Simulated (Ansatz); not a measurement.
Compare A (`C=[C]([GeH3])[TeH]`) with its isomer B (`[CH2]1C[Te][GeH2]1`).

Computed with Ansatz on PBE0-D4/def2-TZVP structures; ΔE is electronic, products minus reactants. CBS: MP2 limit from def2 TZ/QZ plus the TZ coupled-cluster correction, frozen cores. Functionals use def2-TZVPP. B3LYP here is the variant with VWN-RPA as its local correlation; programs differ in this. def2 core potentials past Kr. For Ge, Te outer-core shells are correlated without core-valence functions, which leaves a few kJ/mol of doubt a bond. Scalar relativity is left out up to krypton.

A:

Z-matrix (Å, degrees):
```
Ge
C 1 1.945
H 1 1.536 2 109.9
H 1 1.539 2 108.4 3 -120.8
H 1 1.538 2 109.2 3 119.3
Te 2 2.106 1 118.0 3 -61.1
C 2 1.330 1 121.9 3 114.7
H 6 1.659 2 93.6 1 -30.3
H 7 1.087 2 123.2 1 180.0
H 7 1.087 2 120.8 1 0.1
```

B:

Z-matrix (Å, degrees):
```
C
Ge 1 1.973
C 1 1.532 2 100.7
H 1 1.092 2 106.9 3 -115.5
H 1 1.092 2 116.7 3 123.3
Te 2 2.561 1 80.1 3 20.3
H 2 1.539 1 117.3 3 136.7
H 2 1.541 1 115.4 3 -92.1
H 3 1.090 1 114.4 2 -144.6
H 3 1.089 1 112.2 2 90.5
```

**Question.** Which isomer does CCSD(T)/CBS put lower? Give the gap. (An estimate is asked.)

**Answer.** The calculation gave: B, by 31.9 kcal/mol.

**Question.** Give E(B) − E(A) in kcal/mol with HF/def2-TZVPP, B2PLYP, PBE0-D4, CCSD(T)/def2-TZVPP, B3LYP-D4, r2SCAN-D4, B3LYP. (Best estimate.)

**Answer.** Computed: HF/def2-TZVPP -27.4, B2PLYP -30.0, PBE0-D4 -34.8, CCSD(T)/def2-TZVPP -29.7, B3LYP-D4 -28.9, r2SCAN-D4 -31.7, B3LYP -28.8. None reverses the order clearly.

Largest T1 diagnostic: 0.012.

From PBE to PBE0 (25 % exact exchange), in def2-TZVPP and without D4, E(B) − E(A) moves by −2.4 kcal/mol. In def2-TZVPP, CCSD(T) changes the Hartree–Fock value by −2.3 kcal/mol (the triples alone add +0.1 kcal/mol) and MP2 by −5.7 kcal/mol.
